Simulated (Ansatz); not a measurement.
Consider the hydrogenolysis of the Si–F bond: `N[Si@H](F)O[Si@@H](N)O` + H₂ → `N[SiH2]O[SiH](N)O` + H–F.

Calculated with Ansatz (gas phase, PBE0-D4/def2-TZVP geometries, no zero-point term in ΔE). CBS: MP2 limit from def2 TZ/QZ plus the TZ coupled-cluster correction, frozen cores. This one scheme is used for every species. Functionals use def2-TZVPP. One conformer a species, not always the lowest.

(1) Is it downhill or uphill in electronic energy at CCSD(T)/CBS, and by how much? (Best estimate.)

(2) What do these levels give: r2SCAN-D4, ωB97X-V, CCSD/def2-TZVPP, HF/def2-QZVPP, MP2/def2-QZVPP, HF/CBS(def2)? (Estimate.)

Largest T1 diagnostic among the species: 0.011.

## Answers

(1) The calculation gave: Uphill: ΔE = +144.1 kJ/mol.

(2) Ansatz gave: r2SCAN-D4 151.7, ωB97X-V 145.0, CCSD/def2-TZVPP 142.4, HF/def2-QZVPP 157.3, MP2/def2-QZVPP 147.2, HF/CBS(def2) 157.7 kJ/mol.

In def2-TZVPP, CCSD(T) changes the Hartree–Fock value by −13.1 kJ/mol (the triples alone add −1.1 kJ/mol) and MP2 by −9.8 kJ/mol.
